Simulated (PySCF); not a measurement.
## Structure revision by computed shifts

A compound C$_{9}$H$_{11}$F gives the data below (simulated from a calculation) and was assigned the structure `C#CC[C@]1(C=C)C[C@H](F)C1`.

¹³C{¹H} NMR (computed): δ 162.1 (C), 123.9 (C), 114.4 (C), 87.0 (CH), 39.3 (CH), 31.6 (CH2, 2C), 16.9 (CH2), 9.7 (CH3).

¹H NMR (400 MHz, computed): δ 4.13 (m, 1H), 2.75 (m, 1H), 2.28 (m, 2H), 2.12 (s, 3H), 1.85 (m, 1H), 1.78 (m, 2H), 1.72 (m, 1H).

Theoretical values (PySCF 2.14): GFN2-xTB structure, shieldings: GIAO PBE0/pcSseg-1. One computed conformer, one averaged value for each set of equivalent atoms, relativity neglected, no solvent.

δ = σ(ref) − σ, references computed at the same level: ¹H, ¹³C against TMS.

Q: Compare with the shifts computed for the proposed structure, pairing carbons in order of shift.

A: Atom-mapped SMILES (the numbers label the heavy atoms): `[CH:1]#[C:2][CH2:3][C@:4]1([CH:5]=[CH2:6])[CH2:7][C@H:8]([F:9])[CH2:10]1`; H(Xn) means a hydrogen on atom n.

| atom | computed for proposal | given list | difference |
| --- | --- | --- | --- |
| C5 | 158.6 | 162.1 | -3.5 |
| C6 | 124.2 | 123.9 | +0.3 |
| C2 | 87.6 | 114.4 | -26.8 |
| C8 | 84.6 | 87.0 | -2.4 |
| C1 | 77.0 | 39.3 | +37.7 |
| C7 | 42.4 | 31.6 | +10.8 |
| C10 | 42.4 | 31.6 | +10.8 |
| C3 | 35.4 | 16.9 | +18.5 |
| C4 | 35.0 | 9.7 | +25.3 |

The rms difference is 19.4 ppm and the largest +37.7 ppm at C1 (terminal alkyne carbon). The carbon types in order of shift don't match either: CH, CH2, C, CH, CH, CH2, CH2, CH2, C for the proposal against C, C, C, CH, CH, CH2, CH2, CH2, CH3 in the data. The proposal doesn't fit.

Q: Which isomer fits?

A: SMILES CC1=C(F)C/1=C\C1CCC1.

- Carbon types of the structure: 3 × C, 2 × CH, 3 × CH2, 1 × CH3, which accounts for all hydrogens.
- δC 162.1, 123.9, 114.4: fully substituted alkene carbon; as expected for a trigonal carbon in a double bond.
- δC 87.0: alkene CH.
- δC 9.7: allylic methyl carbon; aliphatic region, no heteroatom directly attached.
- δH 2.12: hydrogen on an allylic methyl carbon; allylic position.

Other isomers checked: Cc1cc(C)c(C)c(F)c1 (rms 45.1 ppm).

The data come from this structure; uniqueness wasn't tested.

Splittings by ¹⁹F in the carbon and heteronuclear signals aren't shown, as no couplings were computed. Shifts are as computed. Against solution values, carbons near 30 ppm lie about +3 ppm off and those near 130 ppm about +5 ppm. Of 1211 compounds with measured shifts, 218 miss one by over three times the rms of a fit or turn the order of signals round; such compounds aren't used in these exercises. No couplings were computed; multiplicities are counted from neighbouring protons, with m where these are inequivalent, close in shift, in a saturated or five-membered ring or joined by F or P, and br s for small geminal =CH2 splittings.
